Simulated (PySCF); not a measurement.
From one molecule to another.

First species: H9N3Si3.
SMILES: `N1[SiH2]N[SiH2]N[SiH2]1`

Second species: C6H9PS.
InChI=1S/C6H9PS/c1-5(2)6-3-8-4-7-6/h3-5H,1-2H3

Levels: B3LYP/def2-SVPD for dipole moment, HOMO energy, LUMO energy, HOMO–LUMO gap, static isotropic polarisability and electronic spatial extent ⟨r²⟩ about the centre of nuclear charge; TDDFT B3LYP/def2-SVPD for lowest singlet excitation; TDA B3LYP/def2-SVPD for lowest triplet excitation (Tamm–Dancoff); GFN2-xTB for rotational constant A and rotational constant C. Geometries: GFN2-xTB. Each structure is a single optimised conformer of the isolated species, non-relativistic unless stated. Electronic properties by PySCF.

The conformers computed, where there is a choice (atom-mapped SMILES and torsion angles):
- `[CH3:1][CH:2]([CH3:3])[c:4]1[cH:5][s:6][cH:7][p:8]1`: C1–C2–C4–C5 -62°

```csv
property,column X,column Y
dipole moment,0.03 D,1.22 D
HOMO energy,-6.91 eV,-6.66 eV
LUMO energy,0.02 eV,-1.46 eV
HOMO–LUMO gap,6.93 eV,5.20 eV
lowest singlet excitation,5.99 eV,4.85 eV
lowest triplet excitation (Tamm–Dancoff),5.76 eV,3.17 eV
static isotropic polarisability,93.6 au,112.4 au
electronic spatial extent ⟨r²⟩ about the centre of nuclear charge,1064 bohr²,1436 bohr²
rotational constant A,2.193 GHz,2.524 GHz
rotational constant C,1.152 GHz,0.859 GHz
```

**Question.** Which column belongs to which species?

**Answer.** Column X is the first species and column Y the second. The first has 15 atoms and 72 electrons, the second 17 and 76.

**Question.** How does each property change from the first species to the second?

**Answer.** dipole moment +1.19 D; HOMO energy +0.25 eV; LUMO energy -1.48 eV; HOMO–LUMO gap -1.73 eV; lowest singlet excitation -1.14 eV; lowest triplet excitation (Tamm–Dancoff) -2.59 eV; static isotropic polarisability +18.8 au; electronic spatial extent ⟨r²⟩ about the centre of nuclear charge +372 bohr²; rotational constant A +0.331 GHz; rotational constant C -0.293 GHz.

On the first: S1 lies 0.94 eV below the HOMO–LUMO gap; its leading configuration is HOMO→LUMO, weight 0.72. No computed singlet falls in the visible range (750 to 380 nm, 1.65 to 3.26 eV); S1 lies 2.73 eV above its blue end.

On the second: The vertical singlet–triplet gap S1 − T1 is 1.68 eV (TDDFT singlet less Tamm–Dancoff triplet; S1: HOMO−1→LUMO, weight 0.58; T1: HOMO→LUMO, weight 0.90).
